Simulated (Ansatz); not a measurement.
A run for Ansatz (an electronic-structure program): R-SVWN5/def2-TZVPP on Ge2H6 (SMILES [GeH3][GeH3]).

Ansatz 0.2 input:
```yaml
crystal:
  periodic: [false, false, false]
  atoms:
    - {symbol: Ge, position_ang: [-0.00000058, -0.00000000, 1.21780178]}
    - {symbol: Ge, position_ang: [0.00000058, 0.00000000, -1.21780178]}
    - {symbol: H, position_ang: [1.44242660, 0.00000000, 1.75445230]}
    - {symbol: H, position_ang: [-0.72121345, 1.24917798, 1.75445314]}
    - {symbol: H, position_ang: [-0.72121345, -1.24917798, 1.75445314]}
    - {symbol: H, position_ang: [0.72121345, 1.24917798, -1.75445314]}
    - {symbol: H, position_ang: [-1.44242660, -0.00000000, -1.75445230]}
    - {symbol: H, position_ang: [0.72121345, -1.24917798, -1.75445314]}
basis:
  gaussian:
    orbitals: def2-TZVPP
hamiltonian:
  xc: {name: SVWN5}
scf: {lower_state_search: off}
```

It printed:

```
WARN ansatz: RAYON_NUM_THREADS=4 ignored (pool sized by the plan → 4); use --threads N
Functional definition: SVWN5
these checks for a lower state are left out or cut short: stability, starts, cluster_reference, orbital_swaps, neighbouring_geometries, increment
integrals: 0.10 GiB planned
1070 factors; their error is unknown
mean field: 0.67 GiB planned
mean field evaluation 1: about -112959.5131 eV, gradient 3.9e1 eV
mean field evaluation 2: about -112960.1019 eV, gradient 4.3e1 eV
mean field evaluation 4: about -112961.2123 eV, gradient 1.1e0 eV
mean field evaluation 8: about -112961.1895 eV, gradient 6.1e-2 eV
mean field evaluation 16: about -112961.1895 eV, gradient 4.5e-6 eV
mean field -112961.18947068 eV, -4151.2471452031 hartree, gradient 1.6e-6 eV, S^2 0.000000; 0 other end points of the search recorded, 0 dependent functions left out
reference -112961.18951071 eV, -4151.2471466742 hartree; 35, 35 occupied and 145, 145 virtual orbitals, 1070 factors
Total energy: -112961.18951071 eV, -4151.2471466742 hartree
Checks for a lower state left out: stability, starts, cluster_reference, orbital_swaps, neighbouring_geometries, increment
```

The calculation finished and met its thresholds.

Cost: roughly 2.1 core-seconds.
